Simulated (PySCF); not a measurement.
Identify the unknown among the candidates.

All candidates are C6H9ClO.

- Rotational structure: rotational constants A, B, C: 2.175, 1.268, 0.873 GHz [GFN2-xTB]
- Triplet: lowest triplet excitation (Tamm–Dancoff): 3.46 eV [TDA B3LYP/def2-SVPD]
- Dipole: 4.22 D [B3LYP/def2-SVPD]
- UV, strongest line: among the 8 lowest singlet transitions: S2 at 5.26 eV (236 nm, f = 0.204) [TDDFT B3LYP/def2-SVPD]
- 13C NMR: chemical shifts (computed TMS as zero) by class: 176.3 (1 C), 160.5 (1 C), 144.6 (1 C), 24.1 (1 C), 19.0 (1 C), 16.6 (1 C) ppm [GIAO PBE0/pcSseg-1]
- UV, first state: lowest singlet excitation: 4.41 eV (281 nm, f = 0.000) [TDDFT B3LYP/def2-SVPD]
- Polarisability: 92.8 au [B3LYP/def2-SVPD]

The electronic properties come from PySCF, for the isolated species, density fitting. Levels stand in brackets. One conformer (not necessarily the lowest) at the GFN2-xTB geometry, without solvent, vibrations or thermal averaging. NMR classes are plain means over equivalent atoms (diastereotopic ones count apart unless rotation or inversion swaps them), as if these changed places fast.

Task: Which candidate is it?
A. `CC/C=C(\C)C(=O)Cl`
B. `ClC[C@@H]1CC[C@H]2O[C@@H]12`
C. `C[C@@H](O)C1=C[C@@H](Cl)C1`
D. `CCC1(C(=O)Cl)CC1`
E. `C/C=C(\CC)C(=O)Cl`

Result: E. It is `C/C=C(\CC)C(=O)Cl`. Numbering: `[CH3:1]/[CH:2]=[C:3](\[CH2:4][CH3:5])[C:6](=[O:7])[Cl:8]`. Its formula, C6H9ClO, gives 2 degrees of unsaturation: 0 rings and 2 π bonds in the structure found. 6 carbons fall into 6 classes; from least to most shielded: acyl halide carbon [C6] (176.3 ppm), alkene CH carbon [C2] (160.5 ppm), fully substituted alkene carbon [C3] (144.6 ppm), allylic carbon [C4] (24.1 ppm), allylic carbon [C1] (19.0 ppm), methyl carbon [C5] (16.6 ppm). S1 is mainly HOMO−1→LUMO (weight 0.97); the largest Löwdin shares of the orbital it empties are 0.49 on the carbonyl oxygen, 0.33 on the chlorine bonded to C and 0.06 on the acyl halide carbon, of the orbital it fills 0.24 on the alkene CH carbon, 0.23 on the acyl halide carbon, 0.22 on the carbonyl oxygen and 0.12 on the fully substituted alkene carbon. The optimised geometry has point group C1 and is an asymmetric top.

The others, at the same levels:
- `ClC[C@@H]1CC[C@H]2O[C@@H]12` fails: its computed 13C shifts are 55.8 (1 C), 53.7 (1 C), 49.6 (1 C), 46.8 (1 C), 27.6 (1 C), 24.5 (1 C) ppm and rotational constant A is 4.318 GHz (against 2.175 GHz).
- `CCC1(C(=O)Cl)CC1` fails: it has 5 carbon classes against 6; its computed 13C shifts are 186.5 (1 C), 36.5 (1 C), 32.0 (1 C), 22.8 (2 C), 13.5 (1 C) ppm, rotational constant A is 2.539 GHz (against 2.175 GHz) and smallest rotational constant is 1.050 GHz (against 0.873 GHz).
- `CC/C=C(\C)C(=O)Cl` fails: its computed 13C shifts are 176.4 (1 C), 168.3 (1 C), 135.6 (1 C), 28.8 (1 C), 14.9 (1 C), 13.7 (1 C) ppm, rotational constant A is 2.516 GHz (against 2.175 GHz) and smallest rotational constant is 0.759 GHz (against 0.873 GHz).
- `C[C@@H](O)C1=C[C@@H](Cl)C1` fails: its computed 13C shifts are 166.7 (1 C), 135.2 (1 C), 72.3 (1 C), 56.0 (1 C), 44.9 (1 C), 22.4 (1 C) ppm, lowest singlet excitation is 6.20 eV (200 nm, f = 0.076) (against 4.41 eV) and lowest triplet excitation (Tamm–Dancoff) is 4.37 eV (against 3.46 eV).

Each candidate is one conformer, not necessarily the lowest. Dipoles, sizes and rotational constants follow the conformer. The torsions of the flexible species, by atom-mapped SMILES:
- `[CH3:1]/[CH:2]=[C:3](\[CH2:4][CH3:5])[C:6](=[O:7])[Cl:8]`: C2–C3–C4–C5 89°, C2–C3–C6–O7 175°
- `[CH3:1][CH2:2][C:3]1([C:4](=[O:5])[Cl:6])[CH2:7][CH2:8]1`: C1–C2–C3–C4 71°, C2–C3–C4–O5 5°
- `[CH3:1][CH2:2]/[CH:3]=[C:4](\[CH3:5])[C:6](=[O:7])[Cl:8]`: C1–C2–C3–C4 -131°, C3–C4–C6–O7 180°
- `[CH3:1][C@@H:2]([OH:3])[C:4]1=[CH:5][C@@H:6]([Cl:7])[CH2:8]1`: C1–C2–C4–C5 -115°, H–O3–C2–C1 167°

The conformers of `ClC[C@@H]1CC[C@H]2O[C@@H]12` aren't listed.
